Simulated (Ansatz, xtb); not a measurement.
Relative energy of two conformers of C2H6Cl2Sn

Structure X is `C[CH2][SnH]([Cl])[Cl]`, a singlet and structure Y is `C[CH2][SnH]([Cl])[Cl]`, a singlet. Both are isolated molecules in the gas phase, relaxed with PBE0-D3(BJ)/def2-SVP.

X (Å):

```yaml
atoms:
  - { symbol: C, position_ang: [0.1848, -0.7416, -0.1020] }
  - { symbol: C, position_ang: [-0.3887, -0.1757, 1.1875] }
  - { symbol: Cl, position_ang: [-3.4485, -1.6219, -0.0399] }
  - { symbol: Cl, position_ang: [-3.3606, 0.2202, 3.2533] }
  - { symbol: Sn, position_ang: [-2.1278, -1.2296, 1.8714] }
  - { symbol: H, position_ang: [1.0278, -0.1264, -0.4552] }
  - { symbol: H, position_ang: [0.5633, -1.7674, 0.0286] }
  - { symbol: H, position_ang: [-0.5697, -0.7671, -0.9023] }
  - { symbol: H, position_ang: [0.3382, -0.1929, 2.0149] }
  - { symbol: H, position_ang: [-0.7244, 0.8663, 1.0715] }
  - { symbol: H, position_ang: [-2.0089, -2.7204, 2.6977] }
```

Y (Å):

```xyz
11

C     0.3782    0.7146   -2.7037
C    -0.6390    0.2824   -1.6594
Cl   -1.5207    3.7572   -1.2887
Cl    1.2346    2.2049    0.7450
Sn   -0.8999    1.7880   -0.1571
H     0.5062   -0.0650   -3.4713
H     1.3632    0.9039   -2.2506
H     0.0634    1.6380   -3.2129
H    -1.6337    0.0997   -2.0959
H    -0.3329   -0.6355   -1.1331
H    -1.9741    1.6041    1.1579
```

Question: Which of the two would you expect CCSD(T)/def2-SVP + ΔMP2/def2-TZVPP electronic energies to favour?

Answer: Too close to call at this level: CCSD(T)/def2-SVP + ΔMP2/def2-TZVPP gives E(Y) − E(X) = −2.55 kJ/mol.

Level by level:

```
                             level              geometry  E(Y) − E(X) (kJ/mol)  departure from the last row (kJ/mol)  job, with rough time for the two
              PBE0-D3(BJ)/def2-SVP  PBE0-D3(BJ)/def2-SVP                   −2.35                                 +0.21                optimisation, 73 s
                       HF/def2-SVP  PBE0-D3(BJ)/def2-SVP                   −1.29                                 +1.26           part of the CCSD(T) run
                      MP2/def2-SVP  PBE0-D3(BJ)/def2-SVP                   −2.54                                 +0.01           part of the CCSD(T) run
                  CCSD(T)/def2-SVP  PBE0-D3(BJ)/def2-SVP                   −2.33                                 +0.22                      single point
CCSD(T)/def2-SVP + ΔMP2/def2-TZVPP  PBE0-D3(BJ)/def2-SVP                   −2.55                                                      single point, 44 s
```

The largest departure from CCSD(T)/def2-SVP + ΔMP2/def2-TZVPP is that of HF/def2-SVP, 1.26 kJ/mol. Levels run at GFN2-xTB geometries aren't shown. The last row adds to CCSD(T) the change of the MP2 difference between the two basis sets, here −0.22 kJ/mol.

With harmonic frequencies from PBE0-D3(BJ)/def2-SVP (ideal gas, rigid rotor, one conformer each, 298.15 K, 1 atm): on the last row, ΔE + ΔZPE = −2.41 kJ/mol. A mode under 50 cm⁻¹ makes harmonic enthalpies and free energies unreliable, so none is given.

The correlated steps freeze 16 core orbitals; the filled d shell of Sn is correlated, in a basis made for valence electrons. Atoms past krypton carry core potentials in the def2 sets and no spin–orbit term is included. Codes used: Ansatz 0.2.0; the last row on 2 threads of Intel(R) Xeon(R) Platinum 8488C (Sapphire Rapids) on a shared host.
